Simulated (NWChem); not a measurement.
A series in which one site is exchanged, each optimised at PBE0/def2-SVP with NWChem, gas phase unless a solvent is named. All stand in one matching conformer (torsions within 35°), which need not be the lowest. For some, no frequency run checked for a minimum. def2 effective core potentials on In; no spin-orbit coupling.

A: O=C=[N][In]([F])[F] (CF2InNO; site = In)
B: [F][Ga]([F])[N]=C=O (CF₂GaNO; site = Ga)
C: O=C=NB(F)F (CBF₂NO; site = B)
D: C(=[N][Al]([F])[F])=O (CAlF$_{2}$NO; site = Al)

Question: Rank them by lowest singlet excitation, PBE/def2-SVPD, TDA (eV), lowest first.

Answer: A (3.81), B (5.13), D (5.80), C (6.09)
